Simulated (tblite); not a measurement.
C6H10OSSi2.
Numbering: `[cH:1]1[cH:2][s:3][c:4]([Si@H:5]2[CH2:6][CH2:7][SiH2:8][O:9]2)[cH:10]1` (hydrogens: H11 on C1; H12 on C2; H13 on Si5; H14, H15 on C6; H16, H17 on C7; H18, H19 on Si8; H20 on C10)

Computed with GFN2-xTB (tblite), gas phase: L-BFGS steps from a force-field or distance-geometry start until the largest atomic force falls under 0.01 eV/Å.

Step 40: E = -783.2571 eV
```
atom  x, y, z in Å  |  force x, y, z in eV/Å
C1      3.1778   -0.4593   -0.8125    0.023  -0.002  -0.015
C2      3.5639    0.7847   -0.4305    0.012   0.007   0.019
S3      2.3915    1.5403    0.5743    0.014   0.031  -0.005
C4      1.3478    0.1613    0.4757   -0.016  -0.013   0.005
Si5    -0.3346    0.2033    1.2794   -0.053   0.014   0.003
C6     -1.5668    1.2666    0.2769   -0.006   0.019   0.008
C7     -2.3040    0.3205   -0.6851    0.015  -0.010  -0.002
Si8    -2.3991   -1.3814    0.1699   -0.006  -0.026   0.027
O9     -1.0483   -1.2613    1.0923   -0.015  -0.007  -0.005
C10     1.9137   -0.8098   -0.2963   -0.001  -0.010  -0.013
H11     3.7683   -1.1008   -1.4411    0.020  -0.017  -0.017
H12     4.4659    1.3092   -0.6757    0.011   0.000   0.009
H13    -0.3000    0.4716    2.7141    0.011   0.001  -0.004
H14    -1.1029    2.0916   -0.2643   -0.021   0.009  -0.008
H15    -2.2898    1.7101    0.9626   -0.007   0.019   0.007
H16    -1.7150    0.2174   -1.5987    0.007   0.003  -0.021
H17    -3.2648    0.7384   -0.9850   -0.002  -0.009   0.026
H18    -3.5321   -1.5079    1.0826   -0.004  -0.006  -0.007
H19    -2.1999   -2.5360   -0.6971    0.019   0.030   0.003
H20     1.4233   -1.7479   -0.4803    0.000  -0.034  -0.012
```

Step 41: E = -783.2575 eV
```
atom  x, y, z in Å  |  force x, y, z in eV/Å
C1      3.1795   -0.4616   -0.8111    0.031   0.001  -0.014
C2      3.5675    0.7816   -0.4287    0.008   0.015   0.023
S3      2.3935    1.5397    0.5732    0.034   0.040  -0.007
C4      1.3482    0.1626    0.4739   -0.016  -0.008  -0.004
Si5    -0.3343    0.2069    1.2766   -0.053   0.016   0.013
C6     -1.5705    1.2684    0.2771    0.000   0.021   0.014
C7     -2.3069    0.3216   -0.6839    0.008  -0.022  -0.004
Si8    -2.3972   -1.3812    0.1694   -0.014  -0.052   0.038
O9     -1.0452   -1.2592    1.0905   -0.028  -0.003  -0.010
C10     1.9137   -0.8091   -0.2973    0.000  -0.017  -0.016
H11     3.7711   -1.1046   -1.4372    0.015  -0.017  -0.018
H12     4.4717    1.3034   -0.6726    0.002   0.001   0.014
H13    -0.2969    0.4782    2.7110    0.007  -0.003  -0.008
H14    -1.1114    2.0966   -0.2631   -0.011   0.007  -0.015
H15    -2.2941    1.7089    0.9640   -0.007   0.016   0.015
H16    -1.7208    0.2174   -1.5991    0.012   0.015  -0.021
H17    -3.2688    0.7382   -0.9807   -0.013  -0.008   0.017
H18    -3.5292   -1.5169    1.0837    0.013   0.002  -0.019
H19    -2.1971   -2.5341   -0.7013    0.020   0.044   0.013
H20     1.4221   -1.7459   -0.4832   -0.007  -0.046  -0.011
```

Step 42: E = -783.2582 eV
```
atom  x, y, z in Å  |  force x, y, z in eV/Å
C1      3.1823   -0.4646   -0.8096    0.030   0.001  -0.008
C2      3.5721    0.7778   -0.4259    0.004   0.014   0.020
S3      2.3960    1.5391    0.5718    0.044   0.031  -0.010
C4      1.3485    0.1634    0.4713   -0.011   0.003  -0.019
Si5    -0.3347    0.2117    1.2730   -0.033   0.014   0.017
C6     -1.5753    1.2713    0.2773    0.000   0.017   0.014
C7     -2.3107    0.3227   -0.6822   -0.004  -0.032  -0.003
Si8    -2.3954   -1.3815    0.1695   -0.019  -0.062   0.038
O9     -1.0423   -1.2563    1.0887   -0.036   0.005  -0.007
C10     1.9140   -0.8090   -0.2992    0.001  -0.020  -0.017
H11     3.7754   -1.1096   -1.4326    0.005  -0.011  -0.013
H12     4.4788    1.2963   -0.6681   -0.005   0.004   0.019
H13    -0.2920    0.4871    2.7069    0.001  -0.008  -0.011
H14    -1.1228    2.1036   -0.2620    0.001   0.000  -0.022
H15    -2.2997    1.7079    0.9660   -0.006   0.010   0.022
H16    -1.7282    0.2174   -1.5998    0.014   0.030  -0.012
H17    -3.2740    0.7384   -0.9749   -0.023  -0.012   0.006
H18    -3.5259   -1.5294    1.0849    0.024   0.012  -0.026
H19    -2.1924   -2.5308   -0.7063    0.020   0.049   0.018
H20     1.4211   -1.7446   -0.4876   -0.008  -0.044  -0.006
```

Question: Estimate the geometry and energy of step 43. (The exact step hangs on the optimiser's Hessian estimate; all steps are aligned on step 42, rigid shifts and turns removed.)

Answer: E = -783.2587 eV, largest force 0.051 eV/Å
```
atom  x, y, z in Å  |  force x, y, z in eV/Å
C1      3.1853   -0.4671   -0.8083    0.017  -0.002   0.002
C2      3.5761    0.7746   -0.4230    0.003   0.002   0.010
S3      2.3985    1.5388    0.5707    0.035   0.008  -0.011
C4      1.3485    0.1637    0.4685   -0.004   0.013  -0.033
Si5    -0.3356    0.2162    1.2700   -0.001   0.009   0.010
C6     -1.5797    1.2743    0.2776   -0.006   0.005   0.007
C7     -2.3142    0.3233   -0.6808   -0.015  -0.030   0.000
Si8    -2.3944   -1.3825    0.1703   -0.016  -0.043   0.023
O9     -1.0410   -1.2534    1.0876   -0.031   0.013   0.005
C10     1.9145   -0.8095   -0.3014    0.002  -0.015  -0.013
H11     3.7797   -1.1140   -1.4289   -0.004   0.000  -0.007
H12     4.4847    1.2905   -0.6637   -0.007   0.008   0.023
H13    -0.2872    0.4945    2.7031   -0.005  -0.011  -0.009
H14    -1.1329    2.1099   -0.2615    0.009  -0.011  -0.023
H15    -2.3048    1.7075    0.9680   -0.003   0.005   0.023
H16    -1.7345    0.2177   -1.6007    0.011   0.040   0.003
H17    -3.2787    0.7387   -0.9700   -0.024  -0.020  -0.003
H18    -3.5230   -1.5408    1.0856    0.020   0.019  -0.022
H19    -2.1872   -2.5269   -0.7100    0.021   0.038   0.013
H20     1.4207   -1.7448   -0.4921   -0.001  -0.028   0.000
```

The energy changes by -0.0005 eV. The first-order estimate −F·Δx gives -0.0008 eV and the mean of the old and new forces, exact on a quadratic surface, -0.0006 eV. The step makes an angle of 80° with the force vector and moves no atom by more than 0.012 Å.

What follows is the cost of the whole relaxation. The run took 0.71 s on Arm Neoverse V2, one thread, no GPU (shared host).
